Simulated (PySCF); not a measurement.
# Dipole response of Li (lithium, neutral)

[He] 2s1, 2S determinant. Calculation: PySCF 2.14, in aug-cc-pVDZ-DK (4s3p2d, 23 functions); scalar relativity by spin-free X2C-1e. Coupled (time-dependent) response in atomic units; α is the mean over directions. A double-zeta set is small for polarisabilities.

```
   method  mean α (bohr³)  C₆ (like pair)  S(−4)
      UHF           168.6            1457  36480
      PBE           143.2            1140  26310
     PBE0           147.3            1190  27870
     TPSS           142.2            1132  25790
CAM-B3LYP           148.7            1199  28780
```

S(−4) is the Cauchy moment in α(ω) = α(0) + S(−4) ω² + …

Reference α: 164.1 bohr³ (recommended; Schwerdtfeger and Nagle, table of static dipole polarizabilities (2023 update)). Published C₆: 1392 (Chu and Dalgarno (2004); Tang, Norbeck and Certain (1976)).

α(iu) at CAM-B3LYP:

```csv
u (hartree),α(iu) (bohr³)
0,148.7
0.0500,100.3
0.100,51.11
0.200,17.52
0.300,8.449
0.500,3.226
0.750,1.491
1.00,0.8671
1.50,0.4091
2.00,0.2415
3.00,0.1143
5.00,0.04334
```

A single London oscillator, α(iu) = α/(1 + u²/ω²), gives C₆ = (3/4) ω α². Matching the computed C₆ needs ω = 4 × 1199 / (3 × 148.7²) = 0.0723 hartree.
